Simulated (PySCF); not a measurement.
## Two-component Hartree-Fock for La³⁸⁺ (lanthanum, charge +38)

Start: [Ar] 3d1; 3d5/2 filled at m_j = +5/2. Calculated with PySCF 2.14 in an uncontracted even-tempered set (16 s from 7.7 bohr⁻², ratio 2.8; 12 p from 10 bohr⁻², ratio 2.8; 8 d from 10 bohr⁻², ratio 2.8; 3 f from 30 bohr⁻², ratio 3): generalised Hartree-Fock with the X2C-1e Hamiltonian and a Gaussian nucleus; one run each with spin-orbit coupling (SO) screened by Boettger's factors, then bare. This is a chosen level, not necessarily the ground level.

```
spinor shell  electrons  ε, screened SO (eV)  ε, bare SO (eV)  weight of nominal j (bare SO)  rms radius, bare SO (bohr)
       1s1/2          2             -41207.5         -41207.3                          1.000                      0.0286
       2s1/2          2              -8360.4          -8360.4                          1.000                       0.115
       2p1/2          2              -8001.6          -8013.5                          1.000                      0.0986
       2p3/2          4              -7580.9          -7576.4                          1.000                       0.104
       3s1/2          2              -3103.7          -3103.7                          1.000                       0.284
       3p1/2          2              -2956.4          -2959.2                          0.999                       0.273
       3d5/2          1              -2655.5          -2653.6                          1.000                       0.247
```

Where does 3p3/2 lie, and what is the 3p spin-orbit splitting (bare SO)?

At -2857.4 eV, 101.83 eV above 3p1/2.

| quantity | screened SO | bare SO |
| --- | --- | --- |
| E (hartree) | -7334.92849 | -7335.12334 |
| M_J | 5/2 | 5/2 |
| ⟨J²⟩ | 8.751 | 8.751 |
| ⟨L²⟩ | 6.019 | 6.020 |
| ⟨S²⟩ | 0.768 | 0.769 |

Each row is a mean over spinors that exchange with the open shell spreads, by up to 20.601 eV (3p3/2).

Breit and QED terms are absent; they matter most for the inner s and p1/2 levels.

Densities and radii are taken from the X2C orbitals without a picture-change correction, which distorts them close to the nucleus.
